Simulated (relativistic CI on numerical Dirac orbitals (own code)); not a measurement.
Method of calculation: Dirac-Coulomb-Breit CI, separate exchange-only KLI orbitals for each configuration, QED by a radiative potential, unscaled Slater integrals (own radial code, finite nucleus).

CI space (outside the closed core [Ar] 3d10): 4s2.4p6, 4s2.4p5.4d, 4s.4p6.4d, 4s2.4p5.4f, 4s.4p6.4f, 4p6.4d.4f, 4s2.4p5.5s, 4s2.4p5.5p, 4s.4p6.5s, 4s2.4p5.5d, 4s.4p6.5p, 4s2.4p5.5f, 4s2.4p5.5g, 4s.4p6.5d, 4p6.4f.5s, 4s2.4p5.6s, 4s.4p6.5f, 4s2.4p5.6p, 4s.4p6.5g, 4s2.4p5.6d, 4s2.4p5.6f, 4p6.4d2, 4p5.4d3, 4p5.4d2.4f, 4p5.4d2.5s, 4p5.4d2.5p, 4p6.4f2, 4p5.4d.4f2, 4p5.4f3, 4p5.4f2.5s, 4p5.4f2.5p, 4p6.4d.5s, 4p5.4d.4f.5s, 4p5.4d.5s2, 4p5.4d.5s.5p. Double excitations out of closed p, d and f shells are left out; levels of such configurations are missing from the list, as are those of other unlisted configurations, and high levels can miss mixing partners. These lack a partner that the ground configuration has and come out too high: 4s2.4p5.5d, 4s2.4p5.5f, 4s2.4p5.5g, 4s2.4p5.6s, 4s2.4p5.6p.

At this charge energies of transitions that change n are usually good to better than 1 %, and those within a shell (Δn = 0) to a few per cent.

Outline of the computed level scheme of W XXXIX. Lowest level of each configuration: 4s2.4p6 1S_0 at 0.000 eV; 4s2.4p5.4d 3P°_0 at 148.570 eV; 4s.4p6.4d 3D_1 at 344.889 eV; 4s2.4p5.4f 3D_3 at 362.592 eV; 4s.4p6.4f 3F°_2 at 569.935 eV; 4s2.4p5.5s 3P°_2 at 672.319 eV; 4s2.4p5.5p 3P_1 at 719.742 eV; 4p6.4d2 3F_2 at 724.708 eV.

Some strong electric-dipole decays among the lowest 45 levels: 4s2.4p5.5s 1P°_1 → 4s2.4p6 1S_0 (3.6e+12 s⁻¹); 4s2.4p5.4d 1P°_1 → 4s2.4p6 1S_0 (2.8e+12 s⁻¹); 4s2.4p5.5p 3D_2 → 4s2.4p5.4d 3F°_3 (2.0e+12 s⁻¹); 4s2.4p5.5p 3D_3 → 4s2.4p5.4d 3F°_4 (1.7e+12 s⁻¹); 4s2.4p5.5p 3P_1 → 4s2.4p5.4d 3P°_1 (1.2e+12 s⁻¹); 4s2.4p5.5p 3P_1 → 4s2.4p5.4d 3D°_2 (1.2e+12 s⁻¹); 4s2.4p5.4f 3D_1 → 4s2.4p5.4d 3P°_1 (7.9e+11 s⁻¹); 4s2.4p5.4d 3D°_1 → 4s2.4p6 1S_0 (7.3e+11 s⁻¹).

LS names give the leading component of a level, which can be under half, so a name can repeat, a term be missing and a line seem to break the LS rules.
